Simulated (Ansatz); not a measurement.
Basis-set extrapolation for BFH5NOSSi, SMILES `O[SiH](F)NBS` (PBE0-D4/def2-TZVP geometry, frozen core, Ansatz). Multiplicity 1, RHF reference.

```csv
,def2-TZVPP,def2-QZVPP
HF,-943.188334,-943.221555
MP2 correlation,-1.089099,-1.180050
CCSD(T) correlation,-1.171984,not run
```

Energies in hartree. Use E(X) = E(∞) + A·exp(−7.88·√X) for Hartree–Fock and E(X) = E(∞) + B·X^(−2.97) for correlation, with X = 3 and 4, and add CCSD(T) minus MP2 of the smaller set to the MP2 limit.

**Question.** What is the CCSD(T) energy at the basis-set limit?

**Answer.** HF limit: -943.221555 + (-0.033221) × 0.13774 = -943.22613. MP2 limit: -1.180050 + (-0.090951) × 0.74074 = -1.24742. Higher-order term: -1.171984 − (-1.089099) = -0.08288. Total: -944.55643 hartree, 5.34 eV below CCSD(T)/def2-TZVPP.
